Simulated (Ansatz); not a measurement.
BGeH$_{5}$N, SMILES `B[N][GeH3]` radical. The species carries charge 0 and has multiplicity 2.

```
atom   x (Å)   y (Å)   z (Å)
  B1   0.930  -1.322  -0.723
  N2   0.267  -0.304  -0.161
 Ge3  -0.714   1.043   0.570
  H4   0.474  -2.440  -0.676
  H5   1.986  -1.131  -1.276
  H6  -0.777   2.192  -0.445
  H7  -0.052   1.497   1.878
  H8  -2.113   0.465   0.833
```

Question: List the harmonic frequencies (cm⁻¹, unscaled) at PBE0-D4/def2-TZVP in Ansatz. (An estimate is asked.)

Answer: Computed: 14, 97, 108, 528, 591, 632, 725, 846, 864, 876, 913, 1080, 1492, 2163, 2169, 2172, 2482, 2535.
